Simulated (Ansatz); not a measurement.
Total energies of Ta(NH)(OH)3 (TaNO₃H₄) from Ansatz at PBE0-D4/def2-TZVP, gas phase (1 Eh = 27.2114 eV = 2625.5 kJ/mol). The reference geometry is relaxed at PBE0-D4/def2-SVP.

```xyz
9

Ta    0.0526    0.1662    0.1559
N    -0.3472   -1.0804   -1.0360
H    -0.5751   -1.7927   -1.7167
O     0.0176    1.8814   -0.6904
H    -0.1647    2.1815   -1.5834
O     1.7993   -0.1762    0.8572
H     2.4551   -0.8584    0.6979
O    -1.2345    0.1129    1.5702
H    -2.0031   -0.4344    1.7453
```

```csv
state,geometry,energy (Eh)
charge 0 singlet,reference,-339.87727
charge 1 doublet,reference,-339.52186
free Ta atom (quartet),–,-56.82257
free N atom (quartet),–,-54.54382
free H atom (doublet),–,-0.50104
free O atom (triplet),–,-75.01860
```

In the def2 sets Ta takes a core potential; there is no spin–orbit coupling.

(1) Work out the vertical ionisation energy to the doublet.

(2) What is the binding energy per atom against free atoms?

(1) E(charge 1 doublet) − E(charge 0 singlet) = -339.52186 − (-339.87727) = 0.35541 Eh = 9.67 eV. For comparison, −ε of the highest occupied level is 7.64 eV at this level, 2.03 eV less.

(2) Atoms: 1 × (-56.82257) + 1 × (-54.54382) + 4 × (-0.50104) + 3 × (-75.01860) = -338.42635 Eh. Binding: -338.42635 − (-339.87727) = 1.45092 Eh = 39.48 eV, or 4.39 eV for each of 9 atoms (no zero-point energy, no counterpoise term).
